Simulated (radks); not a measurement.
Initial-state core-level shifts of neutral promethium when its valence configuration changes from [Xe] 4f5 6s2. Method: scalar-relativistic Kohn-Sham, PBE, spin-polarised, spherical densities, point nucleus; open shells are filled with parallel spins first (spin-orbit coupling, left out, can overturn this in heavy ions); computed with a radial shooting solver on a logarithmic mesh with Libxc functionals. Shifts are changes of the shell-averaged eigenvalues in eV (positive: less bound).

valence              1s       2s       3d      5s
4f5.5 6s1.5      +3.024   +3.242   +3.495  +2.213
4f4.5 5d0.5 6s2  -3.041   -3.305   -3.683  -1.715
4f4 5d1 6s2      -6.350   -6.918   -7.740  -3.429
4f7              +3.440   +3.903   +4.436  +1.905
4f5 5d0.5 6s1.5  +0.645   +0.664   +0.633  +0.773
4f5 5d1 6s1      +1.217   +1.250   +1.190  +1.476
4f4.5 6s2 6p0.5  -4.523   -4.820   -5.170  -3.263
4f4 6s2 6p1      -9.521  -10.174  -10.944  -6.640
